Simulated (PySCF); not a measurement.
**Towards the basis-set limit for RbH**

State: ¹Σ⁺, singlet, closed shell. De refers to Rb + H. RHF-based CCSD(T) in PySCF 2.14 with Rb cc-pwCVTZ-X2C, H cc-pVTZ-DK and Rb cc-pwCVQZ-X2C, H cc-pVQZ-DK (frozen core orbitals: 14; spin-free X2C with a Gaussian nucleus). Correlation energies are extrapolated as n⁻³ (n = 3, 4), Hartree–Fock as (n+1)·exp(−9√n).

| Level | Re (Å) | ωe (cm⁻¹) | ωexe (cm⁻¹) | αe (cm⁻¹) | De (eV) |
| --- | --- | --- | --- | --- | --- |
| CCSD(T)/TZ | 2.3698 | 936.5 | 13.8 | 0.0730 | 1.692 |
| CCSD(T)/QZ | 2.3688 | 937.7 | 14.1 | 0.0723 | 1.748 |
| HF/CBS | 2.4426 | 912.5 | 11.9 | 0.0615 | 0.837 |
| MP2/CBS | 2.3449 | 974.0 | 13.3 | 0.0671 | 1.586 |
| CCSD/CBS | 2.3760 | 935.4 | 14.1 | 0.0711 | 1.775 |
| CCSD(T)/CBS | 2.3680 | 939.6 | 14.3 | 0.0717 | 1.785 |

**Question.** How much is left between CCSD(T)/QZ and the basis-set limit, and how much do the triples give at the limit?

**Answer.** CCSD(T)/CBS less CCSD(T)/QZ: -0.8 mÅ in Re, +1.9 cm⁻¹ in ωe and +0.037 eV in De. CCSD(T)/CBS less CCSD/CBS: -8.0 mÅ in Re, +4.2 cm⁻¹ in ωe and +0.010 eV in De.

Measured (Huber and Herzberg, Constants of Diatomic Molecules (1979)): Re = 2.367 Å, ωe = 936.94 cm⁻¹, ωexe = 14.21 cm⁻¹. The last row is off by 1.0 mÅ and 2.6 cm⁻¹.

The T1 diagnostic is 0.019. The open-shell atoms are computed with UHF. Spin–orbit coupling, excitations beyond (T) and corrections to the Born–Oppenheimer picture are left out.

The whole job (state search and all basis sets along the bond) took about 5.1 min on 4 threads of Arm Neoverse V2 (shared host), peak memory 8.6 GiB.
